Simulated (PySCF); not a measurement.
**Nuclear quadrupole coupling in `FC(F)(F)O/C=C/[C@H]1CO1`**

Species: C5H5F3O2.
Geometry (GFN2-xTB, Å), atoms numbered from 1 in this order:
```xyz
15
C5H5F3O2 angstrom
F      3.7885   -0.3009   -1.1366
C      2.6134    0.0376   -0.6227
F      2.8292    0.3638    0.6630
F      2.2400    1.1815   -1.2241
O      1.7637   -0.9595   -0.7931
C      0.4527   -0.8250   -0.3481
C     -0.0902    0.2073    0.2741
C     -1.5180    0.1991    0.6702
C     -2.5859    0.1828   -0.3428
O     -2.2757   -0.9448    0.4179
H     -0.0937   -1.7260   -0.5808
H      0.4501    1.1059    0.5286
H     -1.7293    0.6965    1.6139
H     -2.3129    0.1336   -1.3905
H     -3.5364    0.6560   -0.1241
```

Field gradients from the PBE0/pcSseg-1 density (PySCF, non-relativistic), principal values in atomic units, ordered |Vxx| ≤ |Vyy| ≤ |Vzz|:

| atom | Vxx | Vyy | Vzz |
| --- | --- | --- | --- |
| O5 | -0.3344 | -1.5653 | 1.8996 |
| O10 | 1.0395 | 1.1793 | -2.2188 |

Question: Find the asymmetry η = (Vxx − Vyy)/Vzz and the couplings χ = eQV/h (234.96 MHz × Q in barn × V in au), with Q(17O) = −0.0256 b.

Answer: 
| atom | environment | nucleus | η | χzz (MHz) | χxx (MHz) | χyy (MHz) |
| --- | --- | --- | --- | --- | --- | --- |
| O5 | ether oxygen | 17O | 0.65 | -11.43 | 2.01 | 9.42 |
| O10 | epoxide oxygen | 17O | 0.06 | 13.35 | -6.25 | -7.09 |

The tensor is traceless: Vxx + Vyy + Vzz = 0.

Question: What is Vzz at O10 in SI units (1 au = 9.71736 × 10²¹ V/m²)?

Answer: -2.2188 au = -21.561 × 10²¹ V/m².

Question: And the gradient at the other heavy atoms, for which no coupling is worked out here?

Answer: 
| atom | environment | Vzz (au) | η |
| --- | --- | --- | --- |
| F1 | fluorine of a CF3 group | 3.006 | 0.02 |
| C2 | CF3 carbon | -0.166 | 0.07 |
| F3 | fluorine of a CF3 group | 2.934 | 0.03 |
| F4 | fluorine of a CF3 group | 2.933 | 0.03 |
| C6 | vinylic carbon bearing oxygen | -0.434 | 0.72 |
| C7 | alkene CH carbon | 0.200 | 0.47 |
| C8 | sp3 carbon bound to oxygen | 0.320 | 0.19 |
| C9 | sp3 carbon bound to oxygen | 0.334 | 0.41 |

Were the hydrogens deuterons (Q(2H) = 0.00286 b), χzz would run from 205 kHz (H13) to 218 kHz (H12).

Geometry: GFN2-xTB, one conformer, isolated molecule. GFN2-xTB bond lengths can be off by several hundredths of an ångström, more for odd bonds, and the gradients follow them. With so small a basis the couplings can be 20 % off.

The run behind these numbers computed NMR shieldings as well. On Intel Xeon at 2.70 GHz, one thread, on a shared host, this took 59 s wall (grids of density and orbitals included) and 0.84 GiB of memory at its peak.
